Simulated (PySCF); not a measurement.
# Dipole moment and polarisability of `C[C@@H](C[SiH3])CS`

Compound: C₄H₁₂SSi.
Geometry (GFN2-xTB, Å), atoms numbered from 1 in this order:
```
atom  x, y, z in Å
C1    -1.4049   -0.3894    1.0828
C2    -0.4291    0.1383    0.0329
C3     0.9954   -0.3359    0.3334
Si4    2.3621    0.4000   -0.7711
C5    -0.8506   -0.3145   -1.3596
S6    -2.4702    0.3511   -1.8779
H7    -1.3732   -1.4771    1.1134
H8    -1.1482   -0.0091    2.0687
H9    -2.4219   -0.0821    0.8489
H10   -0.4447    1.2352    0.0610
H11    1.0218   -1.4267    0.2780
H12    1.2170   -0.0788    1.3718
H13    2.3999   -0.2686   -2.0740
H14    2.1035    1.8283   -0.9674
H15    3.6487    0.2131   -0.1013
H16   -0.9713   -1.3975   -1.3938
H17   -0.1214   -0.0148   -2.1123
H18   -2.1217    1.6349   -1.8097
```

Level: CAM-B3LYP/def2-SVPD (PySCF), static field, nuclei fixed, core orbitals frozen in the response. The polarisability tensor in these axes (au):

```
x   112.09  -0.78   3.33
y    -0.78  84.74  -4.14
z     3.33  -4.14  94.65
```

Diagonalise the tensor; give its mean and Δα, where Δα² is half the sum of the squared differences of the eigenvalues.

Principal values 83.23, 95.45 and 112.79 au; mean 97.16 au = 14.40 Å³ = 16.02 × 10⁻⁴⁰ C²·m²/J; Δα = 25.73 au (26 % of the mean).

What is the dipole moment, and where does it point?

(1.11, -0.01, 1.01) D, 1.50 D in size, pointing from the negative to the positive side. Measured along this direction, the outermost atoms are S6 at the negative end and H15 at the positive end.

Find the Langevin capture rate constant for NO+ (29.998 u) meeting this molecule (120.043 u), k = 2.342 × 10⁻⁹ cm³/s × √(α in Å³ / reduced mass in u).

The reduced mass is 24.00 u, so k = 1.81 × 10⁻⁹ cm³/s. The formula leaves out the permanent dipole, which adds to the capture rate.

Refractivity n − 1 of an ideal gas of it at 350 K and 1 atm, from the electronic α?

N = p/kT = 2.0968 × 10¹⁹ cm⁻³, so n − 1 = 2π × N × 14.40 × 10⁻²⁴ cm³ = 1897 × 10⁻⁶ at long wavelengths, for an ideal gas.

In TDDFT the mean static polarisability is Σ f/ω² over all singlet excitations (ω in hartree). How much of it do the 8 lowest give? Their energies (eV) and oscillator strengths: 5.54, 0.0054; 6.17, 0.0278; 7.08, 0.0157; 7.31, 0.0300; 7.43, 0.0085; 8.00, 0.0030; 8.06, 0.0428; 8.11, 0.0239.

They add up to 2.23 au, 2.3 % of the 97.16 au; the largest single term is 0.54 au, from the state at 6.17 eV. Terms in order: 0.13, 0.54, 0.23, 0.42, 0.11, 0.03, 0.49, 0.27 au. Higher excitations give the rest. The strengths listed sum to 0.157.

One conformer (not necessarily the lowest) at the GFN2-xTB geometry, without solvent, vibrations or thermal averaging.
